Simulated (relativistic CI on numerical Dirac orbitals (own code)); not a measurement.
## Tm62+: sensitivity of the levels to the model

Base calculation: Dirac-Coulomb-Breit CI, orbitals from a KLI potential per configuration, model QED, unscaled Slater integrals.

Configurations in the expansion (outside the closed core 1s2): 2s²2p³, 2s2p⁴, 2p⁵, 2p⁴3s, 2p⁴3p, 2p⁴3d, 2s²2p²3s, 2s²2p²3p, 2s²2p²3d, 2s2p³3s, 2s2p³3p, 2s2p³3d, 2s²2p²4s, 2s²2p²4p, 2s²2p²4d, 2s²2p²4f. Levels of other configurations are missing.

Variants: (1) configuration mixing switched off; (2) only the first 3 configurations. Shifts of the energy above 2s²2p³ ²P°3/2, in eV, for the lowest level and the first level of each name with at least 55 % of one term (blank where a level changes its place among those of its configuration and J or its character, or is not in the variant):

| Level | Base | Δ(1) | Δ(2) |
| --- | --- | --- | --- |
| 2s²2p³ ²P°3/2 | 0.00 | 0.00 | 0.00 |
| 2s²2p³ ⁴S°3/2 | 1002.22 | -1.32 | -0.02 |
| 2s²2p³ ²D°5/2 | 1025.25 | -1.31 | -0.01 |
| 2s²2p³ ²P°1/2 | 1072.07 | +1.07 | -0.35 |
| 2s2p⁴ ⁴P5/2 | 1313.42 | -1.48 | -0.18 |
| 2s2p⁴ ²S1/2 | 1410.58 | -1.40 | -0.09 |
| 2s2p⁴ ⁴P3/2 | 2341.09 | -1.61 | -0.31 |
| 2s2p⁴ ²D5/2 | 2381.10 | -1.35 | -0.05 |
| 2s2p⁴ ²P1/2 | 2438.95 | -1.13 | +0.17 |
| 2p⁵ ²P°3/2 | 2792.66 | -7.06 | +0.49 |
| 2p⁵ ²P°1/2 | 3822.75 | -3.57 | +0.45 |
| 2s²2p²3s ⁴P3/2 | 8651.75 | +1.09 |  |
| 2s²2p²3s ²P1/2 | 8661.47 | +0.65 |  |
| 2s²2p²3s ²D5/2 | 8671.33 | +0.67 |  |

At this charge energies of transitions that change n are usually good to better than 1 %, and those within a shell (Δn = 0) to a few per cent.

Ionisation energy from the two ground configurations alone: base 14298 eV. The NIST ASD value (theoretical) is 14300 eV.

LS names give the leading component of a level, which can be under half, so a name can repeat, a term be missing and a line seem to break the LS rules.
